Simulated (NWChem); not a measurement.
## aminoborane (H$_{4}$BN)

```
B
N 1 1.3897
H 2 1.0139 1 123.33
H 2 1.0139 3 113.33 1 180.00
H 1 1.2080 2 119.14 3 180.00
H 1 1.2080 5 121.71 2 180.00
```
Charge 0, spin multiplicity 1.

Program: NWChem. The geometry was optimised at B3LYP/def2-SVP, a minimum by its harmonic frequencies. It is one conformer; others weren't searched.

No SCF solution was tested for a lower state.

Worked example. At PBE/def2-TZVP the molecule has a total energy of -81.94961 Ha and the free atoms (multiplicities B 2, N 4, H 2) B -24.61008, H -0.49962, N -54.53214 Ha. The electronic atomisation energy is the atoms' sum less the molecule's energy.

1·(-24.61008) + 1·(-54.53214) + 4·(-0.49962) = -81.14070 Ha for the atoms; less the molecule's energy this leaves 0.80891 Ha, or 507.6 kcal/mol (2124 kJ/mol), without zero-point, thermal or spin-orbit terms.
